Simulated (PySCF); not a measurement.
Members of one series of related molecules.

All values: PBE0/pcSseg-1 (PySCF) at PBE0-D3(BJ)/def2-SVP geometries, gas phase, one conformer each.

Question: Rank by dipole moment, lowest first.
A. `[CH2:1]=[CH:2][CH2:3][P:4]([CH2:5][SiH3:6])[CH2:7][C:8]([CH3:9])=[O:10]` with C1–C2–C3–P4 -95°, C2–C3–P4–C5 -41°, C3–P4–C5–Si6 -177°, C3–P4–C7–C8 74°, P4–C7–C8–C9 89°
B. `[CH3:1][C:2](=[O:3])[CH2:4][P:5]([PH2:6])[CH2:7][SiH3:8]` with C1–C2–C4–P5 -106°, C2–C4–P5–P6 -72°, C4–P5–P6–H 94° and -173°, C4–P5–C7–Si8 63°
C. `[CH3:1][C:2](=[O:3])[CH2:4][P:5]([SiH3:6])[CH2:7][SiH3:8]` with C1–C2–C4–P5 147°, C2–C4–P5–Si6 61°, C4–P5–C7–Si8 170°
D. `[CH3:1][C:2](=[O:3])[CH2:4][P:5]([CH2:6][SiH3:7])[CH:8]1[CH2:9][CH2:10]1` with C1–C2–C4–P5 -75°, C2–C4–P5–C6 -166°, C4–P5–C6–Si7 -73°, C4–P5–C8–C9 167°

Answer: D (1.72 D), A (2.11 D), B (3.18 D), C (3.88 D).

All values together:

```json
{"SMILES": "CC(=O)CP(C[SiH3])C1CC1", "change": "parent", "formula": "C7H15OPSi", "μ (D)": "1.72", "HOMO (eV)": "-6.89", "LUMO (eV)": "-0.48", "lowest IAO charge (e)": "-0.726 (C)", "highest IAO charge (e)": "+0.589 (Si)", "lowest Hirshfeld charge (e)": "-0.239 (O)", "highest Hirshfeld charge (e)": "+0.304 (Si)"}
{"SMILES": "CC(=O)CP([SiH3])C[SiH3]", "change": "cPr replaced by SiH3", "formula": "C4H13OPSi2", "μ (D)": "3.88", "HOMO (eV)": "-6.74", "LUMO (eV)": "-0.87", "lowest IAO charge (e)": "-0.716 (C)", "highest IAO charge (e)": "+0.593 (Si)", "lowest Hirshfeld charge (e)": "-0.201 (C)", "highest Hirshfeld charge (e)": "+0.300 (Si)"}
{"SMILES": "C=CCP(C[SiH3])CC(C)=O", "change": "cPr replaced by allyl", "formula": "C7H15OPSi", "μ (D)": "2.11", "HOMO (eV)": "-6.75", "LUMO (eV)": "-0.67", "lowest IAO charge (e)": "-0.728 (C)", "highest IAO charge (e)": "+0.593 (Si)", "lowest Hirshfeld charge (e)": "-0.224 (O)", "highest Hirshfeld charge (e)": "+0.303 (Si)"}
{"SMILES": "CC(=O)CP(P)C[SiH3]", "change": "cPr replaced by PH2", "formula": "C4H12OP2Si", "μ (D)": "3.18", "HOMO (eV)": "-6.43", "LUMO (eV)": "-0.76", "lowest IAO charge (e)": "-0.727 (C)", "highest IAO charge (e)": "+0.571 (Si)", "lowest Hirshfeld charge (e)": "-0.226 (O)", "highest Hirshfeld charge (e)": "+0.293 (Si)"}
```

Conformers: `[CH3:1][C:2](=[O:3])[CH2:4][P:5]([CH2:6][SiH3:7])[CH:8]1[CH2:9][CH2:10]1` with C1–C2–C4–P5 -75°, C2–C4–P5–C6 -166°, C4–P5–C6–Si7 -73°, C4–P5–C8–C9 167°; `[CH3:1][C:2](=[O:3])[CH2:4][P:5]([SiH3:6])[CH2:7][SiH3:8]` with C1–C2–C4–P5 147°, C2–C4–P5–Si6 61°, C4–P5–C7–Si8 170°; `[CH2:1]=[CH:2][CH2:3][P:4]([CH2:5][SiH3:6])[CH2:7][C:8]([CH3:9])=[O:10]` with C1–C2–C3–P4 -95°, C2–C3–P4–C5 -41°, C3–P4–C5–Si6 -177°, C3–P4–C7–C8 74°, P4–C7–C8–C9 89°; `[CH3:1][C:2](=[O:3])[CH2:4][P:5]([PH2:6])[CH2:7][SiH3:8]` with C1–C2–C4–P5 -106°, C2–C4–P5–P6 -72°, C4–P5–P6–H 94° and -173°, C4–P5–C7–Si8 63°.

Give the shifts from the parent, `CC(=O)CP(C[SiH3])C1CC1`.

| SMILES | change in μ (D) | change in HOMO (eV) | change in LUMO (eV) |
| --- | --- | --- | --- |
| CC(=O)CP([SiH3])C[SiH3] | +2.16 | +0.15 | -0.39 |
| C=CCP(C[SiH3])CC(C)=O | +0.39 | +0.14 | -0.19 |
| CC(=O)CP(P)C[SiH3] | +1.46 | +0.46 | -0.28 |
